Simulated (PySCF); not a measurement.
Coordinates in bohr (charge 0 multiplicity 2):
```
Pb    0.0000    0.0000   -0.8373
Br    4.7949    0.0000    0.7529
Br   -2.3974    4.1525    0.7529
Br   -2.3974   -4.1525    0.7529
```

These are results of UPBE in PySCF with Pb def2-SVP with ECP60, Br def2-SVP; scalar-relativistic core potentials, no spin–orbit coupling; density-fitted integrals, not measurements.

This geometry of PbBr₃ is a stationary point at this level.

(1) What is the point group?

(2) Is it a minimum?

(3) What are the dipole moment and the gap between the highest occupied and lowest empty levels of either spin?

(4) What is the atomisation energy, with and without zero-point energy?

Results:

(1) C3v.

(2) Yes: all harmonic wavenumbers are real, though the softest, 44 cm⁻¹, leaves little margin.

(3) 1.99 D and 0.45 eV.

(4) 818 kJ/mol without, 814 kJ/mol with.

Only a few start shapes were tried, so a lower isomer may exist. With an element this heavy the missing spin–orbit coupling can shift these numbers.
